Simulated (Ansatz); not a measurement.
Born–Oppenheimer molecular dynamics of Cl₃H₅NOTa (11 atoms, charge 0, multiplicity 1). It starts at the highest image of a converged band, a first-order saddle point between two minima.

All numbers below come from RKS PBE-D4/def2-SVP in Ansatz 0.2.0.

* ensemble: NVE (velocity Verlet)
* time step: 0.5 fs
* steps asked: 200
* starting velocities drawn for: 100 K
* seed: 9627

First frame:

```xyz
11
Properties=species:S:1:pos:R:3
Ta -0.146 -0.253 -0.120
O 1.906 0.385 -0.138
H 2.343 0.681 0.683
N 0.211 -0.487 1.845
H -0.427 -1.024 2.444
H 1.062 -0.286 2.382
Cl -0.114 -0.505 -2.470
Cl -0.840 1.973 -0.166
Cl -2.039 -1.548 0.211
H 1.172 -1.672 -0.322
H 1.812 -0.840 -0.213
```

Problem. What does the run give?

Solution. The run went to its last step.

| Property | Result |
| --- | --- |
| steps done | 200 |
| time covered | 100 fs |
| mean temperature over the second half | 914 K |
| spread of the potential energy over the second half | 8.6 meV per atom |
| mean potential energy of the second half above the start | -86.1 meV per atom |

The conserved energy stayed within 0.08 meV per atom of its start (net change 0.0031 meV per atom), so the integration is sound. The kinetic energy rose, since the run started high on the potential surface and went downhill. It ends in pieces (Cl3H3NOTa + H2), so much of that is their flight and rotation, not heat. A run of 0.1 ps of so small a system gives no equilibrium averages. The orbitals stay closed-shell, which can raise the energy where a bond breaks towards radicals; this wasn't checked here.

Problem. What happens to the structure?

Solution. Between its relaxed ends the band would form Ta1–H10, O2–H11 and break H10–H11. These pairs go: Ta1–H10 1.95 → 6.98 Å, O2–H11 1.23 → 7.97 Å, H10–H11 1.06 → 0.80 Å. In the last frame they stand as before the step (other bonds may differ from the relaxed reactants and products). Also parted: Ta1–H11 2.05 → 7.69 Å. It ends as Cl3H3NOTa + H2. Pairs count as bonded within 1.25 times the sum of covalent radii (0.12 Å more for H–H). This is one draw of velocities; another would differ in detail.

Problem. How do temperature and energy run in time?

Solution. 
```
time (fs)  T (K)  potential energy less start (eV)  conserved less start (meV/atom)
        0    100                             0.000                             0.00
        5     72                             0.033                             0.01
       10     85                             0.018                             0.01
       15    127                            -0.031                             0.04
       20    345                            -0.285                             0.04
       25    635                            -0.623                             0.00
       30    896                            -0.927                            -0.04
       35   1004                            -1.052                            -0.03
       40    866                            -0.891                             0.04
       45    749                            -0.754                             0.03
       50    943                            -0.981                            -0.06
       55   1045                            -1.100                            -0.02
       60    928                            -0.963                             0.05
       65    817                            -0.835                            -0.02
       70    798                            -0.813                            -0.05
       75    858                            -0.882                             0.02
       80    976                            -1.019                             0.02
       85   1006                            -1.054                            -0.05
       90    885                            -0.913                             0.00
       95    842                            -0.863                             0.08
      100    991                            -1.036                             0.00
```

The run took 6.8 min on 4 threads of Arm Neoverse V2, with other jobs on the host, peak memory 0.22 GiB.
